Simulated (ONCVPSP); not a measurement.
Building the ONCV potential for boron (B) (BLYP, non-relativistic).

ONCVPSP 4.0.1 was run on this input:

```
# ATOM AND REFERENCE CONFIGURATION
# atsym  z   nc   nv     iexc    psfile
  B 5.00    1    2  -106131      upf
#
#   n    l    f
    1    0    2.00
    2    0    1.50
    2    1    1.50
#
# PSEUDOPOTENTIAL AND OPTIMIZATION
# lmax
    2
#
#   l,   rc,      ep,       ncon, nbas, qcut
    0    1.65    0.00    4    9    3.90
    1    2.75    0.00    3    8    4.20
    2    2.25    0.10    4    9    3.90
#
# LOCAL POTENTIAL
# lloc, lpopt,  rc(5),   dvloc0
    4    2    1.40    0.00
#
# VANDERBILT-KLEINMAN-BYLANDER PROJECTORs
# l, nproj, debl
    0    2    0.70
    1    2    0.70
    2    3    3.60
#
# MODEL CORE CHARGE
# icmod, fcfact, rcfact
    1    0.45    0.00
#
# LOG DERIVATIVE ANALYSIS
# epsh1, epsh2, depsh
   -2.00    5.00    0.02
#
# OUTPUT GRID
# rlmax, drl
    6.00    0.01
#
# TEST CONFIGURATIONS
# ncnf
    4
# nvcnf
#   n    l    f
    2
    2    0    2.00
    2    1    1.00
#
    2
    2    0    2.00
    2    1    0.00
#
    2
    2    0    1.00
    2    1    0.00
#
    2
    2    0    1.00
    2    1    2.00
#
```

Command:

```bash
oncvpspnr.x < B.dat > B.out
```

The program printed (shortened: citation, most of the input echo, consistency checks and plot data are left out):

```
ONCVPSP  (Optimized Norm-Conservinng Vanderbilt PSeudopotential)
scalar-relativistic version 4.0.1

#   n    l    f        energy (Ha)
    1    0    2.00    -6.6722336E+00
    2    0    1.50    -3.5059763E-01
    2    1    1.50    -1.3829300E-01

Reference configufation results
  iterations    27
  all-electron total energy (Ha)   -2.45310398D+01

Begin loop to  construct optimized pseudo wave functions
and semi-local pseudopoentials for all angular momenta

   Wellstate for l =  0  n =  3
     eigenvalue =   0.3494
     asymptotic potential =   0.8494
     half-point radius =  4.8846

Calculating optimized projector #   1

 for l=   0

    Fraction of norm inside rc  0.427349
    Optimizing pswf for qcut=   3.89 a_B^-1,  ecut=   7.57 Ha
    Residual kinetic energy error=  1.28D-03 Ha

    Energy error per electron        Cutoff
         Ha          eV             Ha
         0.01000     0.27211        3.37
         0.00100     0.02721        8.23
         0.00010     0.00272       71.05
         0.00001     0.00027       88.49

Calculating optimized projector #   2

 for l=   0

    Fraction of norm inside rc  0.151123
    Optimizing pswf for qcut=   3.89 a_B^-1,  ecut=   7.57 Ha
    Residual kinetic energy error=  1.09D-03 Ha

    Energy error per electron        Cutoff
         Ha          eV             Ha
         0.01000     0.27211        2.13
         0.00100     0.02721        7.68
         0.00010     0.00272       19.68
         0.00001     0.00027       78.82

   Wellstate for l =  1  n =  4
     eigenvalue =   0.5617
     asymptotic potential =   1.0617
     half-point radius =  7.6732

Calculating optimized projector #   1

 for l=   1

    Fraction of norm inside rc  0.716098
    Optimizing pswf for qcut=   4.19 a_B^-1,  ecut=   8.80 Ha
    Residual kinetic energy error=  7.43D-06 Ha

    Energy error per electron        Cutoff
         Ha          eV             Ha
         0.01000     0.27211        4.53
         0.00100     0.02721        6.20
         0.00010     0.00272        7.40
         0.00001     0.00027        9.39

Calculating optimized projector #   2

 for l=   1

    Fraction of norm inside rc  0.146158
    Optimizing pswf for qcut=   4.19 a_B^-1,  ecut=   8.80 Ha
    Residual kinetic energy error=  5.83D-05 Ha

    Energy error per electron        Cutoff
         Ha          eV             Ha
         0.01000     0.27211        5.04
         0.00100     0.02721        6.89
         0.00010     0.00272        8.78
         0.00001     0.00027       19.81

   Wellstate for l =  2  n =  3
     eigenvalue =   0.1000
     asymptotic potential =   0.6000
     half-point radius = 14.9311

   Wellstate for l =  2  n =  6
     eigenvalue =   3.7000
     asymptotic potential =   4.2000
     half-point radius =  4.4080

   Wellstate for l =  2  n =  7
     eigenvalue =   7.3000
     asymptotic potential =   7.8000
     half-point radius =  3.7616

Calculating optimized projector #   1

 for l=   2

    Fraction of norm inside rc  0.007986
    Optimizing pswf for qcut=   3.91 a_B^-1,  ecut=   7.63 Ha
    Residual kinetic energy error=  1.76D-06 Ha

    Energy error per electron        Cutoff
         Ha          eV             Ha
         0.01000     0.27211        0.41
         0.00100     0.02721        1.35
         0.00010     0.00272        3.41
         0.00001     0.00027        5.84

Calculating optimized projector #   2

 for l=   2

    Fraction of norm inside rc  0.155786
    Optimizing pswf for qcut=   3.91 a_B^-1,  ecut=   7.63 Ha
    Residual kinetic energy error=  1.67D-02 Ha

    Energy error per electron        Cutoff
         Ha          eV             Ha
         0.01000     0.27211        8.41
         0.00100     0.02721       22.50
         0.00010     0.00272       70.48
         0.00001     0.00027       80.04

Calculating optimized projector #   3

 for l=   2

    Fraction of norm inside rc  0.144931
    Optimizing pswf for qcut=   3.91 a_B^-1,  ecut=   7.63 Ha
    Residual kinetic energy error=  1.41D+00 Ha

    Energy error per electron        Cutoff
         Ha          eV             Ha
         0.01000     0.27211       12.86
         0.00100     0.02721       23.59
         0.00010     0.00272       40.39
         0.00001     0.00027       72.97

Construct Vanderbilt / Kleinmman-Bylander projectors

B matrix Hermiticity error, ll=   0
   1   2    1.3505E-08

  Orthonormal projector coefficients  5.4134E+00  1.3720E+00

B matrix Hermiticity error, ll=   1
   1   2   -2.1418E-09

  Orthonormal projector coefficients -8.0204E-01 -2.7988E-01

B matrix Hermiticity error, ll=   2
   1   2    2.0126E-08
   1   3    1.3741E-08
   2   3    5.1696E-08

  Orthonormal projector coefficients -2.6365E+00 -8.9765E-01 -1.6552E-01

Model core correction analysis
  based on d2Exc/dn_idn_j

d2excae - all-electron derivatives

   -4.483769D-02   -3.585243D-02
   -3.561069D-02   -3.004547D-02

d2excps - pseudofunction derivatives with no core correction

   -4.683779D-02   -3.848157D-02
   -3.824041D-02   -3.316848D-02

rms 2nd derivative error    2.625898E-03

Polynomial model core charge

d2excps - pseudofunction derivatives with core correction

   -4.292210D-02   -3.703284D-02
   -3.678893D-02   -3.211709D-02

rms 2nd derivative error    1.638807E-03

Pseudoatom total energy   -2.482948

Diagnostic tests using Vanderbilt-Kleinman-Bylander pseudopotentials
  1 or more projectors used as specified by nproj input data

   l    rcore       rmatch      e in        delta e   norm test  slope test

   0   1.6575111   1.7078368  -0.3505976   0.0000000   1.0000000   1.0000002
   0   1.6575111   1.7078368   0.3494024  -0.0000000   1.0000000   1.0000000

   1   2.7560356   2.8397148  -0.1382930  -0.0000146   0.9999662   0.9998664
   1   2.7560356   2.8397148   0.5617070  -0.0000393   1.0000625   1.0000625

   2   2.2623066   2.3309951   0.1000000  -0.0000000   1.0000000   1.0000000
   2   2.2623066   2.3309951   3.7000000  -0.0000001   1.0000002   1.0000002
   2   2.2623066   2.3309951   7.3000000   0.0000007   0.9999997   0.9999997

 Testing for bound ghosts
   n   l    E NL Schr. Eq   E Basis Diag.   E Cutoff

   1   0       -0.350598       -0.342739    126.41

   2   1       -0.138308       -0.137550     39.78

 Testing for highly-localized positive-energy ghosts
       l    <radius>/rc     E Basis Diag.   E Cutoff

Test configuration 0

   n   l     f        eae           eps        diff
   1   0  2.0000   -6.67223361
   2   0  1.5000   -0.35059763   -0.35059761    1.85D-08
   2   1  1.5000   -0.13829300   -0.13830757   -1.46D-05

    Total energies and differences
      AE_ref= -2.45310398D+01  AE_tst= -2.45310398D+01  dif=  0.00D+00
      PS_ref= -2.48294790D+00  PS_tst= -2.48294790D+00  dif= -1.33D-15
      PSP excitation error=  1.33D-15

Test configuration 1

   n   l     f        eae           eps        diff
   1   0  2.0000   -6.65183017
   2   0  2.0000   -0.34165761   -0.33991322    1.74D-03
   2   1  1.0000   -0.13004468   -0.12914644    8.98D-04

    Total energies and differences
      AE_ref= -2.45310398D+01  AE_tst= -2.46370235D+01  dif= -1.06D-01
      PS_ref= -2.48294790D+00  PS_tst= -2.58871388D+00  dif= -1.06D-01
      PSP excitation error= -2.18D-04

Test configuration 2

   n   l     f        eae           eps        diff
   1   0  2.0000   -7.13327328
   2   0  2.0000   -0.71286661   -0.70363008    9.24D-03

    Total energies and differences
      AE_ref= -2.45310398D+01  AE_tst= -2.43366027D+01  dif=  1.94D-01
      PS_ref= -2.48294790D+00  PS_tst= -2.29392443D+00  dif=  1.89D-01
      PSP excitation error=  5.41D-03

Test configuration 3

   n   l     f        eae           eps        diff
   1   0  2.0000   -7.77777203
   2   0  1.0000   -1.15576646   -1.14409440    1.17D-02

    Total energies and differences
      AE_ref= -2.45310398D+01  AE_tst= -2.34052815D+01  dif=  1.13D+00
      PS_ref= -2.48294790D+00  PS_tst= -1.37322523D+00  dif=  1.11D+00
      PSP excitation error=  1.60D-02

Test configuration 4

psatom: WARNING lschvkbb convergence error n,l,iter=   2   1  18
ea(ii),et,emin,emax -1.408650E-01 -1.410206E-01 -1.410351E-01 -1.410206E-01
run_config: WARNING for fully non-local PS atom, stg. 1
 WARNING no output for configuration 5
```

oncvpspnr.x prints “scalar-relativistic version” in its banner although the run is non-relativistic.

The run took about 9.2 s on one core of a shared server CPU.
